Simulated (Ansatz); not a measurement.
A single point on CH7GaN2O (`N[CH2][Ga]([NH2])[OH]`).

```yaml
crystal:
  periodic: [false, false, false]
  atoms:
    - {symbol: N, position_ang: [-1.862070, 0.921635, 0.983567]}
    - {symbol: C, position_ang: [-1.071985, -0.298749, 0.834100]}
    - {symbol: Ga, position_ang: [0.534489, -0.136134, -0.314841]}
    - {symbol: N, position_ang: [1.785443, -1.369960, -0.786906]}
    - {symbol: O, position_ang: [0.756117, 1.520939, -0.984616]}
    - {symbol: H, position_ang: [-1.287975, 1.667092, 1.358160]}
    - {symbol: H, position_ang: [-2.168223, 1.254055, 0.077286]}
    - {symbol: H, position_ang: [-0.769747, -0.648814, 1.825159]}
    - {symbol: H, position_ang: [-1.714996, -1.091407, 0.441337]}
    - {symbol: H, position_ang: [2.575997, -1.181159, -1.379104]}
    - {symbol: H, position_ang: [1.775205, -2.325236, -0.474249]}
    - {symbol: H, position_ang: [1.524743, 1.632637, -1.545893]}
basis:
  gaussian: {orbitals: def2-QZVPP}
correlation: {method: mp2}
```

```sh
$ ansatz run in.yaml --threads 4 --pin off --events-out ev --progress --plain --max-ram 10444MiB
```

It prints (some lines left out):

```
Functional definition: HF
3235 factors; integrals over basis functions are off by at most 8.0e-4 eV
mean field evaluation 1: about -58473.9746 eV, gradient 6.1e1 eV
mean field evaluation 2: about -58474.0734 eV, gradient 6.1e1 eV
mean field evaluation 4: about -58481.1158 eV, gradient 5.1e0 eV
mean field evaluation 8: about -58481.1933 eV, gradient 4.8e-1 eV
mean field -58481.19410149 eV, -2149.1442432527 hartree, gradient 2.6e-6 eV, S^2 0.000000; 0 other end points of the search recorded, 0 dependent functions left out
13 core orbitals not correlated: weight in the atoms' cores, before any rotation towards them, 1.000 or more for the frozen orbitals, at most 0.000 for the correlated occupied ones
reference -58481.19410149 eV, -2149.1442432527 hartree; 20, 20 occupied and 494, 494 virtual orbitals, 3235 factors
second order -37.85622017 eV of doubles, -0.00000000 eV of singles
Total energy: -58519.05032166 eV, -2150.5354336842 hartree
```

Hardware: 4 threads of an Intel Xeon Platinum 8559C on a shared host. Wall time 26 s, peak host memory 3.6 GiB.
